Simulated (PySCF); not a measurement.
## How methods differ on the ionisation energy of N⁺

N⁺ [He] 2s2 2p2 (3P) → N²⁺ [He] 2s2 2p1 (2P), as a difference of total energies. All numbers are calculated (PySCF 2.14, scalar relativity by spin-free X2C-1e, in ANO-RCC-VTZP). Correlated levels: valence: 1s2 frozen; valence and next inner shell: nothing frozen. The calculations carry no spin-orbit coupling.

| method | ionisation energy (eV) |
| --- | --- |
| UHF | 29.211 |
| LDA | 30.062 |
| PBE0 | 29.921 |
| r2SCAN | 30.149 |
| TPSSh | 29.866 |
| PW91 | 30.015 |
| HSE06 | 29.926 |
| MP2 (valence) | 29.629 |
| SCS-MP2 (valence) | 29.492 |
| MP2 (valence and next inner shell) | 29.646 |
| SCS-MP2 (valence and next inner shell) | 29.503 |

**Question.** Estimate what PBEsol gives.

**Answer.** 29.837 eV, closest to TPSSh among the rows shown.

**Question.** Estimate what PBE gives.

**Answer.** 29.912 eV, closest to PBE0 among the rows shown.

Errors of the correlated levels include the incompleteness of this basis and the frozen core.

For comparison: 29.601 eV (semi-empirical (NIST evaluation); NIST Atomic Spectra Database, ionization energies).
